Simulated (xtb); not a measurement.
IRb, charge +1, doublet, from a rough starting geometry (GFN-xTB shapes and energies of metal compounds can be far from the true ones) (a state made from the parent by changing its charge; the spin is typed, not shown lowest); GFN2-xTB (xtb 6.7.1).

The xtb input:
```
$ xtb mol.xyz --gfn 2 --chrg 1 --uhf 1 --opt vtight --json

# file mol.xyz
2

Rb    -1.04747213    -0.78106659    -0.90604084
I      1.13357146     0.79564932     0.93638165
```

Q: Predict the main parts of the log of this xtb run.

A: 
```
   ID    Z sym.   atoms
    1   37 Rb     1
    2   53 I      2

           -------------------------------------------------
          |                Calculation Setup                |
           -------------------------------------------------

           -------------------------------------------------
          |                 G F N 2 - x T B                 |
           -------------------------------------------------

          ...................................................
          :                      SETUP                      :
          :.................................................:
          :  # basis functions                  14          :
          :  # atomic orbitals                  13          :
          :  # shells                            5          :
          :  # electrons                         7          :
          :  max. iterations                   250          :
          :  Hamiltonian                  GFN2-xTB          :
          :  restarted?                      false          :
          :  GBSA solvation                  false          :
          :  PC potential                    false          :
          :  electronic temp.          300.0000000     K    :
          :  accuracy                    1.0000000          :
          :  -> integral cutoff          0.2500000E+02      :
          :  -> integral neglect         0.1000000E-07      :
          :  -> SCF convergence          0.1000000E-05 Eh   :
          :  -> wf. convergence          0.1000000E-03 e    :
          :  Broyden damping             0.4000000          :
          :  net charge                          1          :
          :  unpaired electrons                  1          :
          ...................................................

 iter      E             dE          RMSdq      gap      omega  full diag
   1     -3.0449218 -0.304492E+01  0.236E+01    0.74       0.0  T
   2     -3.5785240 -0.533602E+00  0.191E+01   10.37       1.0  T
   3     -3.5907817 -0.122577E-01  0.113E+01    8.23       1.0  T
   4     -3.5954484 -0.466677E-02  0.895E+00    7.39       1.0  T
   5     -3.6108984 -0.154500E-01  0.408E+00    4.53       1.0  T
   6     -3.6110969 -0.198428E-03  0.399E+00    4.49       1.0  T
   7     -3.5831311  0.279658E-01  0.118E+01    9.49       1.0  T
   8     -3.6061568 -0.230257E-01  0.509E+00    5.51       1.0  T
   9     -3.6106234 -0.446661E-02  0.288E+00    4.69       1.0  T
[...]
         :: total energy              -3.609599463272 Eh    ::
 * total energy  :    -3.6095995 Eh     change       -0.8300027E-12 Eh
 * total energy  :    -3.6140726 Eh     change       -0.4473122E-02 Eh
 * total energy  :    -3.6141165 Eh     change       -0.4396247E-04 Eh
 * total energy  :    -3.6141297 Eh     change       -0.1318590E-04 Eh
 * total energy  :    -3.6141299 Eh     change       -0.1945589E-06 Eh
 * total energy  :    -3.6141299 Eh     change       -0.5676166E-09 Eh
   *** GEOMETRY OPTIMIZATION CONVERGED AFTER 6 ITERATIONS ***
         :: total energy              -3.614129928577 Eh    ::
[...]
         7                         -0.3093392              -8.4175
         8                         -0.2177075              -5.9241
         9                         -0.2177075              -5.9241
        10                         -0.2107006              -5.7335
        11                         -0.2091437              -5.6911
        12                         -0.2091437              -5.6911
        13                         -0.0815489              -2.2191
      -------------------------------------------------------------
                  HL-Gap            0.1207100 Eh            3.2847 eV
             Fermi-level           -0.6003478 Eh          -16.3363 eV

     #   Z          covCN         q      C6AA      α(0)
     1  37 Rb       0.661     0.766   453.890    75.716
     2  53 I        0.661     0.234   353.507    32.464

 Mol. C6AA /au·bohr⁶  :       1500.393507
 Mol. C8AA /au·bohr⁸  :     266688.794249
 Mol. α(0) /au        :        108.179391

Wiberg/Mayer (AO) data.
largest (>0.10) Wiberg bond orders for each atom

 ---------------------------------------------------------------------------
     #   Z sym  total        # sym  WBO       # sym  WBO       # sym  WBO
 ---------------------------------------------------------------------------
     1  37 Rb   0.419 --     2 I    0.419
     2  53 I    0.419 --     1 Rb   0.419
 ---------------------------------------------------------------------------

Topologies differ in total number of bonds
Writing topology from bond orders to xtbtopo.mol

molecular dipole:
                 x           y           z       tot (Debye)
 q only:       -1.185      -0.902      -1.041
   full:       -1.724      -1.292      -1.497       6.668
molecular quadrupole (traceless):
                xx          xy          yy          xz          yz          zz
 q only:        2.003       5.995      -1.785       6.983       5.118      -0.218
  q+dip:        2.463       7.439      -2.202       8.660       6.362      -0.261
   full:        2.058       6.289      -1.847       7.316       5.390      -0.210

optimized geometry written to: xtbopt.xyz

           -------------------------------------------------
          | TOTAL ENERGY               -3.614129928577 Eh   |
          | GRADIENT NORM               0.000000044651 Eh/α |
          | HOMO-LUMO GAP               3.284686148276 eV   |
           -------------------------------------------------

normal termination of xtb
```
